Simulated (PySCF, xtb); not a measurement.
CH12N2Si3, SMILES N[SiH2]C(N)([SiH3])[SiH3].

GFN2-xTB (xtb 6.7.1) at its own geometry gives an orbital gap of 4.14 eV and a dipole moment of 2.51 D.

Geometry: PBE0-D3(BJ)/def2-SVP. The geometry has at least one imaginary mode, so it is a saddle point at that level. The structure was generated by enumeration, and PubChem lists no compound with its InChIKey, so it may never have been made. Other conformers were not sampled.

Q: What does PySCF with PBE/def2-TZVP give? (An estimate is asked for; the answer gives what the named calculation found.)

A: gap 4.46 eV (levels -5.32 and -0.86 eV), dipole 2.66 D.
